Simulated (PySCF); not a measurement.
SiHCl, SMILES [SiH]Cl (connectivity only; charge and spin as stated), neutral, multiplicity 1.

Geometry optimised at PBE-D3(BJ)/def2-TZVP. The isomer is the one that the SMILES or the coordinates give; other isomers of the formula were not compared.

Two levels are set side by side: TDA-PBE/def2-TZVPD (PySCF) and EOM-CCSD/aug-cc-pVDZ (PySCF). Vertical, same geometry; the bases differ. Differences are taken from unrounded values.

```csv
quantity,TDA-PBE
lowest singlet excitation (eV),2.65
lowest triplet excitation (TDA for PBE) (eV),1.47
```

Question: These are the TDA-PBE values. What does EOM-CCSD give? (Estimate from the structure and the level; the computed values follow.)

Answer: 
```csv
quantity,EOM-CCSD,TDA-PBE minus EOM-CCSD
lowest singlet excitation (eV),2.84,-0.20
lowest triplet excitation (TDA for PBE) (eV),1.65,-0.18
```

Functionals without exact exchange tend to place singlet excitations lower, as here. Differences between two approximate levels are no errors against the true value.

Rough cost on one machine, each run with all the roots and properties that it gave: EOM-CCSD against TDA-PBE within a factor of 2.
